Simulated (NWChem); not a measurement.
Species: C2H4FNSi; SMILES [SiH2](CC#N)F

```xyz
9

N      0.7210    -2.5455    -0.2222
C      0.0345    -1.6760     0.1150
C     -0.8078    -0.5638     0.5055
Si    -0.3343     1.0777    -0.3069
F      1.1002     1.5491     0.2841
H     -0.7765    -0.4365     1.6007
H     -1.8561    -0.7842     0.2378
H     -1.3561     2.0890     0.0742
H     -0.2205     0.9184    -1.7783
```
Atoms are numbered in this order, from 1.

All runs use the structure optimised with PBE0/def2-SVP.

Question: Give the principal values of the shielding tensors (ppm) of N1, C2, C3, Si4, F5 from PBE/pcSseg-1, GIAO (NWChem), with their diamagnetic and paramagnetic parts as GIAO splits them.

Answer: 
| atom | σ11 | σ22 | σ33 | isotropic | diamagnetic | paramagnetic |
|---|---|---|---|---|---|---|
| N1 | -217.2 | -201.8 | 304.5 | -38.2 | 340.7 | -378.9 |
| C2 | -49.8 | -43.9 | 288.9 | 65.1 | 258.8 | -193.7 |
| C3 | 163.8 | 174.0 | 185.4 | 174.4 | 256.8 | -82.4 |
| Si4 | 280.0 | 307.2 | 399.2 | 328.8 | 879.6 | -550.8 |
| F5 | 352.4 | 369.3 | 410.6 | 377.4 | 472.7 | -95.3 |
